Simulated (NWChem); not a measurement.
System: C$_{2}$H$_{8}$OSn; SMILES C(C)[O][SnH3]

```xyz
12

Sn     0.0201     0.9769    -0.0015
O      0.5060    -0.9558     0.0037
C     -0.4830    -1.9485     0.0041
C      0.1814    -3.3087     0.0020
H     -0.8993     1.2879    -1.4181
H     -0.8959     1.2973     1.4152
H      1.5349     1.7610    -0.0056
H     -1.1449    -1.8664     0.8932
H     -1.1475    -1.8649    -0.8830
H      0.8170    -3.4243     0.8928
H     -0.5678    -4.1158    -0.0020
H      0.8208    -3.4189    -0.8868
```
Atoms are numbered in this order, from 1.

Results from NWChem. STO-3G and 3-21G are far too small for this property and stand as cheap habits. All runs use the structure optimised with PBE0/def2-SVP. No frequency run checked for a minimum. def2 effective core potentials on Sn; no spin-orbit coupling. Field at 589 nm.

For level B3LYP/STO-3G (all-electron, non-relativistic):

```yaml
isotropic polarisability (bohr³): 30.6
anisotropy (bohr³): 15.5
```

### Question
How do the values read with level B3LYP/def2-SVP (core potentials) instead?

### Answer
The isotropic polarisability (bohr³) is 64.1 and the anisotropy (bohr³) is 18.1.
